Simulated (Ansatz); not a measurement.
C3H5NSe can be A, `[SeH]C1CC=N1`, or B, `C[Se]CC#N`.

Gas-phase electronic energies from Ansatz, PBE0-D4/def2-TZVP geometries. CCSD(T)/CBS is the MP2 limit (def2-TZVPP, def2-QZVPP) plus CCSD(T) − MP2 in def2-TZVPP, frozen cores. Functionals use def2-TZVPP. B3LYP here is the variant with VWN-RPA as its local correlation; programs differ in this. For Se outer-core shells are correlated without core-valence functions, which leaves a few kJ/mol of doubt a bond. Scalar relativity is left out up to krypton. One conformer a species, not always the lowest.

A:

```xyz
10

Se   -1.835   -0.146   -1.241
C    -0.257   -0.558   -0.180
C     0.013    0.460    0.952
C     1.276    0.618    0.167
N     1.042   -0.199   -0.792
H    -1.570   -1.178   -2.251
H    -0.294   -1.605    0.120
H    -0.642    1.334    0.968
H     0.096    0.052    1.962
H     2.172    1.223    0.294
```

B:

```xyz
10

C    -0.169    0.662    1.458
Se   -1.166    0.932   -0.183
C    -0.396   -0.568   -1.181
C     1.045   -0.486   -1.240
N     2.193   -0.414   -1.243
H    -0.430   -0.292    1.915
H     0.899    0.717    1.257
H    -0.457    1.475    2.124
H    -0.821   -0.514   -2.184
H    -0.698   -1.511   -0.724
```

(1) Which is lower in electronic energy at CCSD(T)/CBS, and by how much? (Estimate.)

(2) Give E(B) − E(A) in kJ/mol with PBE-D4, CCSD(T)/def2-TZVPP, B2PLYP, PBE0-D4, B3LYP-D4, MP2/def2-TZVPP, ωB97M-V. (Estimate.)

Largest T1 diagnostic: 0.011.

## Answers

(1) The calculation gave: B, by 122.0 kJ/mol.

(2) Ansatz gave: PBE-D4 -107.4, CCSD(T)/def2-TZVPP -126.6, B2PLYP -135.6, PBE0-D4 -104.6, B3LYP-D4 -129.1, MP2/def2-TZVPP -135.1, ωB97M-V -118.5. None reverses the order clearly.

In def2-TZVPP, CCSD(T) changes the Hartree–Fock value by +19.1 kJ/mol (the triples alone add +2.3 kJ/mol) and MP2 by +10.6 kJ/mol. From PBE to PBE0 (25 % exact exchange), in def2-TZVPP and without D4, E(B) − E(A) moves by +3.2 kJ/mol.
